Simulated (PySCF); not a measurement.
Compound: C4H9ClO2S.
Numbering: `[CH3:1][C:2]([CH3:3])([CH3:4])[S:5](=[O:6])(=[O:7])[Cl:8]` (hydrogens: H9, H10, H11 on C1; H12, H13, H14 on C3; H15, H16, H17 on C4)

Theory: PySCF, PBE0-D3(BJ)/def2-SVP geometry optimisation, gas phase.

**Question.** List the bond lengths, angles and torsions at this level.

**Answer.** 
```
                  bond  length (Å)
          C1–C2, C2–C4       1.519
                 C2–C3       1.530
                 C2–S5       1.842
          S5=O6, S5=O7       1.449
                S5–Cl8       2.116
C1–H9 and 8 like bonds       1.099
```

Bonds in one row agree within 0.01 Å and their mean is given. A selection of angles:
```
    angle  degrees
 C1–C2–C3    111.9
 C1–C2–C4    113.4
 C1–C2–S5    108.0
 C3–C2–S5    102.9
 C2–S5–O6    109.5
C2–S5–Cl8    101.8
 O6–S5–O7    121.2
O6–S5–Cl8    106.7
O7–S5–Cl8    106.2
```

Dihedral angles: C1–C2–S5–O6 175° (antiperiplanar).

Of the pairs four or more bonds apart, Cl8···H16 is among the closest relative to their van der Waals radii: 2.78 Å, 94 % of the sum of Bondi's values. S5 (sulfonyl sulfur) is distorted tetrahedral (angles from 101.8° to 121.2°).

Whether it is a minimum is left open (no frequencies).
